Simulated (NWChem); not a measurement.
System: I$_{2}$, triplet; SMILES of the neutral closed-shell parent II

```xyz
2

I      0.0000     0.0000     1.4878
I      0.0000     0.0000    -1.4878
```
Atoms are numbered in this order, from 1.

Level: PBE0/def2-SVP with def2 effective core potentials on I, spin-unrestricted (NWChem), optimised geometry, unscaled harmonic frequencies. The state is orbitally degenerate and is run as one real component. This spin state was assumed; another may lie lower. def2 effective core potentials on I; no spin-orbit coupling.

Task: List the harmonic frequencies with IR intensities, and the thermochemistry.

Result: 
| frequency (cm⁻¹) | IR intensity (km/mol) |
|---|---|
| 155 | 0.0 |

```yaml
zero_point_energy: 0.2 kcal/mol
thermal correction to the enthalpy at 298.15 K (with zero-point energy): 2.7 kcal/mol
heat capacity Cv: 6.9 cal/(mol K)
```

Rigid rotor and harmonic oscillator.
